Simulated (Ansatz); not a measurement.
B₂H₈Si₂, SMILES `B[SiH](B)[SiH3]`, 12 atoms. Charge 0, multiplicity 1. All runs use 2 threads of an Intel Xeon Platinum 8488C on a shared host. Correlated methods freeze the cores.

(1) How many basis functions does each run have, and how long does it take in Ansatz? RKS PBE0-D4/def2-TZVP relaxation (12 steps); RKS PBE-D4/def2-TZVPP energy and forces; RHF-CCSD(T)/def2-TZVPP energy; RKS PBE0-D4/def2-QZVPP energy; RKS B2PLYP (frozen core)/def2-TZVPP energy; RKS PBE0-D4/def2-TZVPP energy; RHF-CCSD(T)/def2-SVP energy; RKS PBE0-D4/def2-TZVP frequencies; RKS ωB97M-V/def2-QZVPP energy; direct RPA on PBE orbitals/def2-TZVPP energy; RKS PBE0-D4/def2-SVP energy; RKS ωB97M-V/def2-SVP energy. (An estimate is asked.)

Answers

(1) Ansatz gave: Other jobs shared the machine, so times are rough.

```json
{"level": "RKS PBE0-D4/def2-SVP", "job": "energy", "functions": "104", "wall time": "1.2 s", "peak host memory (GiB)": "0.45"}
{"level": "RKS PBE-D4/def2-TZVPP", "job": "energy and forces", "functions": "258", "wall time": "3.5 s", "peak host memory (GiB)": "0.34"}
{"level": "RHF-CCSD(T)/def2-SVP", "job": "energy", "functions": "104", "wall time": "4.1 s", "peak host memory (GiB)": "0.45"}
{"level": "RKS ωB97M-V/def2-SVP", "job": "energy", "functions": "104", "wall time": "4.5 s", "peak host memory (GiB)": "0.45"}
{"level": "RKS PBE0-D4/def2-TZVPP", "job": "energy", "functions": "258", "wall time": "4.6 s", "peak host memory (GiB)": "0.62"}
{"level": "direct RPA on PBE orbitals/def2-TZVPP", "job": "energy", "functions": "258", "wall time": "7 s", "peak host memory (GiB)": "0.6"}
{"level": "RKS B2PLYP (frozen core)/def2-TZVPP", "job": "energy", "functions": "258", "wall time": "7.5 s", "peak host memory (GiB)": "0.65"}
{"level": "RKS PBE0-D4/def2-QZVPP", "job": "energy", "functions": "494", "wall time": "12 s", "peak host memory (GiB)": "1.6"}
{"level": "RKS ωB97M-V/def2-QZVPP", "job": "energy", "functions": "494", "wall time": "24 s", "peak host memory (GiB)": "2"}
{"level": "RKS PBE0-D4/def2-TZVP", "job": "relaxation (12 steps)", "functions": "184", "wall time": "54 s", "peak host memory (GiB)": "0.46"}
{"level": "RKS PBE0-D4/def2-TZVP", "job": "frequencies", "functions": "184", "wall time": "3.3 min", "peak host memory (GiB)": "0.51"}
{"level": "RHF-CCSD(T)/def2-TZVPP", "job": "energy", "functions": "258", "wall time": "5.6 min", "peak host memory (GiB)": "2.2"}
```
